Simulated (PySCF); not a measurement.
# Finite-field polarisability of Ne (neon, neutral)

[Ne], closed-shell 1S. Computed with PySCF 2.14 in def2-QZVPPD (8s5p4d2f1g, 66 functions), with no relativity, point nucleus. Frozen: 1s2. Energy changes in a uniform field (μhartree):

| axis | F (au) | HF | MP2 | CCSD | CCSD(T) |
| --- | --- | --- | --- | --- | --- |
| x | 0.0092 | -100.108 | -113.038 | -109.912 | -111.713 |
| x | 0.0184 | -400.599 | -452.403 | -439.875 | -447.098 |

Task: Derive α along x at CCSD(T) from the two fields.

Result: With ΔE = −αF²/2 − γF⁴/24, α = −(16 ΔE(F) − ΔE(2F))/(6F²) = 2.639 bohr³.

Task: And the mean polarisability at each level?

Result: HF 2.365, MP2 2.671, CCSD 2.597, CCSD(T) 2.639 bohr³. Reference: 2.661 bohr³ (recommended; Schwerdtfeger and Nagle, table of static dipole polarizabilities (2023 update)).
